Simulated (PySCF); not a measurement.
PySCF 2.14 output of a UHF calculation on a single atom or ion in jorge-DZP-DKH (8s6p2d1f, 43 functions), with the spin-free X2C one-electron Hamiltonian (Gaussian nucleus):

```
SCF conv_tol = 1e-09
number electrons alpha = 11  beta = 10
cycle= 1 E= -763.263323007145  delta_E= -0.00198  |g|= 0.0123  |ddm|= 0.0473
cycle= 2 E= -763.263464333418  delta_E= -0.000141  |g|= 0.00384  |ddm|= 0.0148
cycle= 3 E= -763.263516578231  delta_E= -5.22e-05  |g|= 0.00211  |ddm|= 0.012
cycle= 4 E= -763.263553265366  delta_E= -3.67e-05  |g|= 0.00127  |ddm|= 0.0143
cycle= 5 E= -763.263571240834  delta_E= -1.8e-05  |g|= 0.000461  |ddm|= 0.0156
cycle= 6 E= -763.263572901933  delta_E= -1.66e-06  |g|= 0.000258  |ddm|= 0.00359
cycle= 7 E= -763.263573568649  delta_E= -6.67e-07  |g|= 6.33e-05  |ddm|= 0.0029
cycle= 8 E= -763.263573604383  delta_E= -3.57e-08  |g|= 1.42e-05  |ddm|= 0.000719
cycle= 9 E= -763.263573605193  delta_E= -8.1e-10  |g|= 2.49e-06  |ddm|= 0.000132
converged SCF energy = -763.263573605193  <S^2> = 0.75924639  2S+1 = 2.0092251
```

The run itself started from symmetry-adapted Hartree-Fock orbitals and held the occupation by maximum overlap, so the iterations belong to that start.

Question: Which element, charge and spin multiplicity is this?

Answer: Sc (scandium, neutral), multiplicity 2; the state was [Ar] 3d1 4s2, 2D determinant.
